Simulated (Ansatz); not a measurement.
Relaxation of H7PSn (9 atoms, charge 0, multiplicity 1), to a largest force component of 0.03 eV/Å in at most 50 steps.

All numbers below come from Ansatz, RKS BHLYP/def2-SVP.

```xyz
9
Properties=species:S:1:pos:R:3
Sn 0.305 -0.037 -0.208
H 0.119 -0.156 1.506
H 1.937 0.227 -0.622
H -0.651 1.261 -0.757
H -0.239 -1.489 -0.915
P -2.923 0.255 1.514
H -2.899 -0.806 0.573
H -3.684 -0.476 2.460
H -1.665 -0.091 2.070
```

Q: Where does it end, and by what steps?

A: It converged. The force dipped under the threshold on the way, but the program's further checks kept it going. After 35 steps the energy has fallen by 0.235 eV; H9 moved furthest, 1.17 Å.

```json
{"step": "0", "energy less start (eV)": "0.0000", "largest force component (eV/Å)": "0.474", "accepted": "yes"}
{"step": "2", "energy less start (eV)": "-0.1670", "largest force component (eV/Å)": "0.135", "accepted": "yes"}
{"step": "4", "energy less start (eV)": "-0.2174", "largest force component (eV/Å)": "0.205", "accepted": "yes"}
{"step": "6", "energy less start (eV)": "-0.2225", "largest force component (eV/Å)": "0.088", "accepted": "yes"}
{"step": "8", "energy less start (eV)": "-0.2222", "largest force component (eV/Å)": "0.210", "accepted": "no"}
{"step": "10", "energy less start (eV)": "-0.2220", "largest force component (eV/Å)": "0.128", "accepted": "no"}
{"step": "12", "energy less start (eV)": "-0.2246", "largest force component (eV/Å)": "0.061", "accepted": "no"}
{"step": "14", "energy less start (eV)": "-0.2259", "largest force component (eV/Å)": "0.033", "accepted": "yes"}
{"step": "16", "energy less start (eV)": "-0.2265", "largest force component (eV/Å)": "0.128", "accepted": "yes"}
{"step": "18", "energy less start (eV)": "-0.2275", "largest force component (eV/Å)": "0.003", "accepted": "yes"}
{"step": "20", "energy less start (eV)": "-0.2287", "largest force component (eV/Å)": "0.058", "accepted": "yes"}
{"step": "22", "energy less start (eV)": "-0.2277", "largest force component (eV/Å)": "0.264", "accepted": "no"}
{"step": "24", "energy less start (eV)": "-0.2304", "largest force component (eV/Å)": "0.074", "accepted": "yes"}
{"step": "26", "energy less start (eV)": "-0.2315", "largest force component (eV/Å)": "0.123", "accepted": "yes"}
{"step": "28", "energy less start (eV)": "-0.2325", "largest force component (eV/Å)": "0.106", "accepted": "yes"}
{"step": "30", "energy less start (eV)": "-0.2333", "largest force component (eV/Å)": "0.096", "accepted": "yes"}
{"step": "32", "energy less start (eV)": "-0.2342", "largest force component (eV/Å)": "0.069", "accepted": "yes"}
{"step": "34", "energy less start (eV)": "-0.2349", "largest force component (eV/Å)": "0.070", "accepted": "yes"}
{"step": "35", "energy less start (eV)": "-0.2353", "largest force component (eV/Å)": "0.026", "accepted": "yes"}
```

```xyz
9
Properties=species:S:1:pos:R:3
Sn 0.624 -0.152 -0.289
H 0.805 -0.246 1.403
H 2.137 0.171 -1.006
H -0.467 1.099 -0.677
H 0.022 -1.633 -0.879
P -3.698 0.022 2.001
H -3.511 -0.038 0.597
H -3.125 -1.254 2.234
H -2.487 0.720 2.236
```

Whether the end is a true minimum wasn't checked by a vibrational analysis.

Time of the run: 2.3 min on 1 thread of Intel(R) Xeon(R) Platinum 8175M CPU @ 2.50GHz (Skylake/Cascade Lake), on a shared host, peak memory 0.21 GiB.
